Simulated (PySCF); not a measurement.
# Computed records: BFHO

Computed with PySCF 2.14.0. Calculation on a computer-drawn molecule: vertical ionisation energy to the stated ion spin, frozen-core CCSD(T) at the basis limit and cheaper methods, single-reference cases, UHF for radicals, no spin-orbit; all values are single points at the evaluated structure, the first of each entry, which is the reference or a displaced copy of it and isn't optimised; the reference structure only sets the zero of the energies above reference; triples share is (T) over the correlation energy.

```xyz
4
formula=BFHO charge=1 multiplicity=1 ion_multiplicity=2 diffuse_functions=no basis=cc-pVnZ reference_is=the_Hartree-Fock_double-zeta_minimum best_is=HF_at_quadruple_zeta_+_MP2_correlation_extrapolated_from_triple_and_quadruple_zeta_+_CCSD(T)_minus_MP2_at_triple_zeta basis_step_is=the_size_of_the_change_from_the_same_recipe_one_zeta_lower ionisation_energy_best=23.01 ionisation_energy_basis_step=0.03685 energy_above_reference_best=3.714 energy_above_reference_basis_step=0.3046 ionisation_energy_Koopmans_at_triple_zeta=24.04 ionisation_energy_EOM_CCSD_at_triple_zeta=22.87 total_energy_HF_triple_zeta=-199.4305 total_energy_CCSD(T)_triple_zeta=-200.0049 total_energy_best=-200.1017 T1_diagnostic_at_triple_zeta=0.01403 D1_diagnostic_at_triple_zeta=0.03764 ion_T1_diagnostic_at_triple_zeta=0.02417 ion_D1_diagnostic_at_triple_zeta=0.1109 ion_spin_squared_at_triple_zeta=0.7567 triples_share_at_triple_zeta=0.03242 basis_functions_triple_zeta=104
O     -2.9685     0.9408    -0.6114
B     -2.7576     0.5717     0.5807
F     -2.5632     0.1980     1.6982
H     -2.5417     1.2622    -1.3566
```

Units: ionisation_energy_best, ionisation_energy_basis_step, ionisation_energy_Koopmans_at_triple_zeta, ionisation_energy_EOM_CCSD_at_triple_zeta in eV; energy_above_reference_best, energy_above_reference_basis_step in kcal/mol; total_energy_HF_triple_zeta, total_energy_CCSD(T)_triple_zeta, total_energy_best in hartree.

Reference structure:
```xyz
4
BFHO
O     -2.9963     0.9619    -0.5881
B     -2.7413     0.5668     0.5527
F     -2.5755     0.1635     1.7067
H     -2.5032     1.2542    -1.3570
```

Drawn bonds:
| atom | other atom | order |
| --- | --- | --- |
| 1 | 2 | 1 |
| 2 | 3 | 1 |
| 1 | 4 | 1 |

Triple zeta:
| method | ionisation energy (eV) | energy above reference (kcal/mol) |
| --- | --- | --- |
| HF | 21.37 | 2.666 |
| PBE | 22.66 | 4.443 |
| r2SCAN | 22.66 | 3.936 |
| B3LYP | 22.87 | 3.953 |
| wB97X | 22.84 | 3.801 |
| MP2 | 23.07 | 4.019 |
| CCSD | 22.79 | 3.769 |
| CCSD(T) | 22.84 | 3.942 |
